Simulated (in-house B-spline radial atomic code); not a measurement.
Results of a calculation; reference values are marked as such.
**What the choice of pseudopotential does to G0W0 on PBE0: Mn**

All numbers come from a B-spline radial code for spherical atoms, non-relativistic, configuration [Ar] 3d5 4s2, open shells at high spin. Semilocal Troullier-Martins pseudo-atoms, one channel per l, are made with PBE or LDA for several valence sets and radii, with or without a model core, and set against the all-electron atom. One channel fits only the lowest state of its l, so a second state of that l is approximate. All electrons give 4s down: PBE0 -5.062 eV, G0W0 -7.373 eV, 4s up: PBE0 -6.061 eV, G0W0 -8.432 eV. Potentials are made in the ion's own configuration unless the neutral atom is named, and a smooth local potential serves every l without a channel. Potentials that miss their own reference levels by more than 6 millihartree, or need radii over 3.5 bohr, are left out. Columns give pseudo minus all-electron, in eV; a dash marks a level in the core or of low weight.

```tsv
valence	made with	radii (bohr)	model core (bohr)	4s down PBE0	4s down G0W0	4s up PBE0	4s up G0W0
3d 4s	PBE	s 2.02 p 2.72 d 1.82	none	+0.06	+0.15	-0.12	-0.31
3d 4s	LDA	s 2.90 p 3.40 d 2.61	none	+0.15	+0.21	-0.28	-0.58
3d 4s	PBE	s 2.02 p 2.72 d 1.82	1.23	-0.02	-0.01	-0.25	-0.44
3d 4s	PBE	s 2.52 p 3.40 d 2.28	1.23	+0.02	+0.01	-0.27	-0.50
3p 3d 4s	LDA	s 2.27 p 0.68 d 2.04	none	+0.02	-0.14	-0.19	-0.64
3p 3d 4s	PBE	s 2.52 p 0.76 d 2.28	none	+0.03	-0.15	-0.28	-0.78
3p 3d 4s	PBE	s 2.90 p 0.87 d 2.62	none	+0.08	-0.11	-0.39	-0.99
3p 3d 4s	LDA	s 2.27 p 0.68 d 2.04	0.44	+0.01	-0.17	-0.19	-0.64
3p 3d 4s	PBE	s 2.52 p 0.76 d 2.28	0.44	+0.01	-0.18	-0.28	-0.78
3s 3p 3d 4s	LDA	s 0.59 p 0.60 d 1.81	none	-0.07	-0.09	-0.04	-0.08
3s 3p 3d 4s	PBE	s 0.74 p 0.76 d 2.28	none	-0.05	-0.08	-0.04	-0.11
3s 3p 3d 4s	PBE	s 0.85 p 0.87 d 2.62	none	-0.03	-0.08	-0.09	-0.21
3s 3p 3d 4s	PBE	s 0.96 p 0.98 d 2.96	none	-0.02	-0.10	-0.22	-0.40
3s 3p 3d 4s	PBE	s 0.59 p 0.60 d 1.82	0.43	-0.07	-0.08	-0.05	-0.08
```

How does the G0W0 shift of 4s down, which all sets hold, depend on the valence set?

Mean size: 3s 3p 3d 4s: 0.09 eV; 3d 4s: 0.10 eV; 3p 3d 4s: 0.15 eV. A semicore state feels strong exchange with the other subshells of its n, so the gain is largest when that whole shell is in the valence. A larger valence set can do worse when it takes only part of a shell, whose exchange with the frozen rest is then left to the functional. The means mix radii and the functional used in making the potentials.
